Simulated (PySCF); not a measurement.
C₆H₈, SMILES C[C@@H]1[C@@H](C1)C#C.

Coordinates come from a B3LYP-D3(BJ)/def2-SVP optimisation. The structure was generated by enumeration; whether it is a known compound was not checked.

Computed with PySCF with TDDFT-B3LYP/def2-SVPD.

Vertical excitations. The molecule is in vacuum.

### Question
Give excitation energies, oscillator strengths and character. (Estimate from the structure and the level; the computed values follow.)

### Answer

```csv
state,energy (eV),λ (nm),f,main pairs
S1,5.99,207,0.001,HOMO→LUMO 76 %
S2,6.38,194,0.016,"HOMO→LUMO+1 43 %, HOMO−1→LUMO 36 %"
S3,6.58,188,0.003,HOMO−1→LUMO+1 76 %
S4,6.76,183,0.020,"HOMO→LUMO+2 66 %, HOMO→LUMO 16 %"
S5,7.10,175,0.059,"HOMO−1→LUMO 44 %, HOMO−1→LUMO+2 31 %, HOMO→LUMO+1 9 %"
S6,7.22,172,0.014,"HOMO→LUMO+4 57 %, HOMO→LUMO+3 13 %, HOMO→LUMO+5 11 %"
S7,7.35,169,0.019,"HOMO→LUMO+3 66 %, HOMO→LUMO+4 14 %"
S8,7.46,166,0.050,"HOMO−1→LUMO+2 23 %, HOMO→LUMO+5 21 %, HOMO→LUMO+3 14 %, HOMO−1→LUMO+4 13 %"
S9,7.53,165,0.016,"HOMO→LUMO+5 51 %, HOMO−1→LUMO+4 12 %, HOMO→LUMO+4 9 %"
S10,7.77,159,0.004,"HOMO−1→LUMO+3 74 %, HOMO−1→LUMO+4 13 %"
T1,5.17,240,0,"HOMO→LUMO+1 49 %, HOMO−1→LUMO 15 %"
T2,5.54,224,0,"HOMO→LUMO 49 %, HOMO−1→LUMO+1 13 %, HOMO→LUMO+2 12 %, HOMO→LUMO+4 8 %"
T3,5.63,220,0,"HOMO−1→LUMO 34 %, HOMO→LUMO+1 25 %, HOMO−1→LUMO+2 10 %, HOMO−1→LUMO+4 8 %"
T4,6.27,198,0,"HOMO−1→LUMO+1 58 %, HOMO→LUMO 24 %"
```
Triplets are in the Tamm–Dancoff approximation, which puts them higher than full response would, so one can lie above its singlet here.
